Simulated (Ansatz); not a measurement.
CH2Cl6Si2, charge -1, doublet, geometry from GFN2-xTB (a state made from the parent by changing its charge; the spin is typed, not shown lowest) (a gas-phase anion, which may not be bound at this level); MP2/STO-3G (Ansatz, a first-principles code).

The Ansatz input:
Ansatz 0.2 input:
```yaml
crystal:
  periodic: [false, false, false]
  atoms:
    - {symbol: Cl, position_ang: [3.08799008, -0.39677225, -1.26569421]}
    - {symbol: Si, position_ang: [1.47398113, 0.29321702, -0.19461162]}
    - {symbol: Cl, position_ang: [2.17933231, 0.66766398, 1.66884890]}
    - {symbol: Cl, position_ang: [0.97661910, 2.06905610, -1.02181231]}
    - {symbol: C, position_ang: [0.10544345, -0.99510331, -0.21573527]}
    - {symbol: Si, position_ang: [-1.63560367, -0.25343323, 0.20330251]}
    - {symbol: Cl, position_ang: [-2.05187644, 0.25737694, -1.98728099]}
    - {symbol: Cl, position_ang: [-1.20310332, -0.20377725, 2.43948372]}
    - {symbol: Cl, position_ang: [-2.91612256, -1.88424425, 0.27626352]}
    - {symbol: H, position_ang: [0.33616261, -1.78103735, 0.50587682]}
    - {symbol: H, position_ang: [0.05562643, -1.46347131, -1.19988467]}
basis:
  gaussian:
    orbitals: STO-3G
total_charge: -1
magnetization: {spin_polarized: true, initial_magnetization: 1}
correlation: {method: mp2}
```

It wrote (shortened):

```
Functional definition: HF
894 factors; integrals over basis functions are off by at most 2.7e-5 eV
mean field evaluation 1: about -90812.8201 eV, gradient 2.4e1 eV
mean field evaluation 2: about -90812.9739 eV, gradient 2.4e1 eV
mean field evaluation 4: about -90819.3260 eV, gradient 1.8e0 eV
mean field evaluation 8: about -90819.4113 eV, gradient 4.4e-4 eV
mean field -90819.40862574 eV, -3337.5517073897 hartree, gradient 1.2e-6 eV, S^2 0.758017; 0 other end points of the search recorded, 0 dependent functions left out
41 core orbitals not correlated
reference -90819.40862574 eV, -3337.5517073897 hartree; 29, 28 occupied and 9, 10 virtual orbitals, 894 factors
second order -3.54537671 eV of doubles, -0.00000000 eV of singles
Total energy: -90822.95400244 eV, -3337.6819975805 hartree
```
